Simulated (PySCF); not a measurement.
H9N3Si2, SMILES N([SiH2]N)[SiH2]N.

The structure is a stationary point at B3LYP-D3(BJ)/def2-SVP. One conformer was computed; it need not be the lowest.

All values below come from TDA-PBE0/def2-SVPD in PySCF.

Vertical excitations. The molecule is in vacuum. State labels are in the subgroup Cs.

```
state  symmetry  energy (eV)  λ (nm)      f                                                              main pairs
-----  --------  -----------  ------  -----  ----------------------------------------------------------------------
S1           A"         6.44     193  0.023                                      HOMO−1→LUMO 77 %, HOMO→LUMO+1 14 %
S2           A'         6.46     192  0.030                                      HOMO→LUMO 72 %, HOMO−1→LUMO+1 21 %
S3           A'         6.74     184  0.042  HOMO−1→LUMO+1 33 %, HOMO−2→LUMO 29 %, HOMO→LUMO+2 22 %, HOMO→LUMO 12 %
S4           A"         6.93     179  0.021                  HOMO→LUMO+1 65 %, HOMO−1→LUMO+2 17 %, HOMO−1→LUMO 15 %
S5           A'         7.08     175  0.000                                      HOMO→LUMO+2 70 %, HOMO−2→LUMO 14 %
S6           A'         7.19     172  0.000                 HOMO−2→LUMO 47 %, HOMO−1→LUMO+1 35 %, HOMO−2→LUMO+2 7 %
S7           A"         7.23     171  0.168                HOMO−1→LUMO+2 63 %, HOMO→LUMO+1 17 %, HOMO−2→LUMO+1 15 %
S8           A"         7.47     166  0.002              HOMO−2→LUMO+1 62 %, HOMO−1→LUMO+3 16 %, HOMO−1→LUMO+2 14 %
S9           A'         7.61     163  0.005                                                        HOMO→LUMO+3 91 %
S10          A'         7.71     161  0.021                                                      HOMO−2→LUMO+2 78 %
T1           A'         6.10     203      0                                      HOMO→LUMO 59 %, HOMO−1→LUMO+1 30 %
T2           A"         6.10     203      0                  HOMO−1→LUMO 63 %, HOMO→LUMO+1 18 %, HOMO−2→LUMO+1 10 %
T3           A'         6.38     194      0  HOMO→LUMO+2 27 %, HOMO−2→LUMO 25 %, HOMO→LUMO 24 %, HOMO−1→LUMO+1 18 %
T4           A'         6.65     187      0                                      HOMO→LUMO+2 58 %, HOMO−2→LUMO 16 %
```
Triplets are in the Tamm–Dancoff approximation.
